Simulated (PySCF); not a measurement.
Q: What does the PBE0-D3(BJ)/def2-SVP structure of `C[BH2-][S@@+](C)CC` look like in three dimensions?

A: 
```xyz
19
C4H13BS angstrom
C      2.8673   -0.1550    0.0278
B      1.4790   -0.7953   -0.4675
S      0.0210   -0.0452    0.6421
C     -0.0967    1.6669    0.1034
C     -1.4485   -0.7648   -0.1334
C     -2.7548   -0.3324    0.4992
H      3.6824   -0.6101   -0.5600
H      2.9482    0.9339   -0.1346
H      3.0962   -0.3560    1.0879
H      1.3333   -1.9871   -0.2143
H      1.1263   -0.5058   -1.6083
H     -0.1220    1.7060   -0.9950
H      0.8088    2.1719    0.4641
H     -0.9794    2.1507    0.5415
H     -1.3920   -0.5329   -1.2085
H     -1.2823   -1.8478   -0.0318
H     -2.9408    0.7445    0.3703
H     -3.5927   -0.8666    0.0264
H     -2.7730   -0.5566    1.5759
```

Orientation and origin are arbitrary. Atoms count from 1 in this order. B2 (four-coordinate boron) is distorted tetrahedral (angles from 99.5° to 116.1°). Of the pairs four or more bonds apart, H14···H17 is among the closest relative to their van der Waals radii: 2.42 Å, 101 % of the sum of Bondi's values. S3 (sulfur bonded to B and 2 C) is pyramidal (angles 103.9°, 101.9° and 101.4°, sum 307.3°, 0.81 Å off the plane of its three neighbours).

Bonds between heavy atoms (Å): C1–B2 1.607, B2–S3 1.980, S3–C4 1.799, S3–C5 1.811, C5–C6 1.514.

Computed, not measured: PySCF 2.14.0, PBE0-D3(BJ)/def2-SVP geometry optimisation, gas phase.

Point group: C1 (no symmetry element, even within 0.4 Å). No frequency check. One conformer, not necessarily the lowest (C1–B2–S3–C4 71°, B2–S3–C5–C6 -179°).
